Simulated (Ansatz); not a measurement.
`[SiH3][O][Cd][Cl]` + NH₃ → `[NH2][Cd][O][SiH3]` + HCl at 400 K and 1 bar (ligand exchange at a Cd–Cl bond).

Computed with Ansatz on PBE0-D4/def2-TZVP structures; ΔE is electronic, products minus reactants. CCSD(T)/CBS is the MP2 limit (def2-TZVPP, def2-QZVPP) plus CCSD(T) − MP2 in def2-TZVPP, frozen cores. This one scheme is used for every species. Elements past krypton have def2 core potentials. For Cd outer-core shells are correlated without core-valence functions, which leaves a few kJ/mol of doubt a bond. One conformer a species, not always the lowest.

```json
{"species": "`[SiH3][O][Cd][Cl]`", "CCSD(T)/CBS energy (Eh)": "-993.63708", "H − E (kJ/mol)": "108.9", "S (J/(mol·K))": "395.3"}
{"species": "NH₃", "CCSD(T)/CBS energy (Eh)": "-56.50880", "H − E (kJ/mol)": "104.2", "S (J/(mol·K))": "203.1"}
{"species": "`[NH2][Cd][O][SiH3]`", "CCSD(T)/CBS energy (Eh)": "-589.71637", "H − E (kJ/mol)": "175.0", "S (J/(mol·K))": "413.0"}
{"species": "HCl", "CCSD(T)/CBS energy (Eh)": "-460.38127", "H − E (kJ/mol)": "29.6", "S (J/(mol·K))": "195.4"}
```

H − E and S are ideal-gas, rigid-rotor, harmonic terms from PBE0-D4/def2-TZVP, for one conformer and one mirror image of each species. 1 Eh = 2625.50 kJ/mol, R = 8.31446 J/(mol·K).

Problem. By hand: ΔE, ΔH, ΔS and ΔG.

Solution. ΔE = (-589.71637) + (-460.38127) − (-993.63708) − (-56.50880) = 0.04824 Eh = 126.7 kJ/mol. Δ(H − E) = 175.0 + 29.6 − 108.9 − 104.2 = -8.5, so ΔH = 118.2 kJ/mol. ΔS = 413.0 + 195.4 − 395.3 − 203.1 = 10.0 J/(mol·K). ΔG = 118.2 − 400 × (10.0)/1000 = 114.2 kJ/mol.

Problem. By hand: the equilibrium constant, and the temperature at which ΔG would vanish if ΔH and ΔS stayed fixed.

Solution. log₁₀ K = −ΔG/(RT ln 10) = -14.9. ΔG = 0 at ΔH/ΔS = 11820 K, far beyond where these terms or the molecules hold.

The number of gas molecules stays the same, so ΔS is small and ΔH decides. A doubt of 5 kJ/mol in ΔE shifts log₁₀ K by 0.7 here. Other conformers and mirror images would add mixing entropy, several J/(mol·K) or more a flexible species. Modes under 60 cm⁻¹, often nearly free rotors, make the harmonic entropy too high. These are equilibria of isolated gas molecules and say nothing of rates. Largest T1 diagnostic: 0.015 (customary marks: 0.02 for closed shells, 0.045 for open ones).
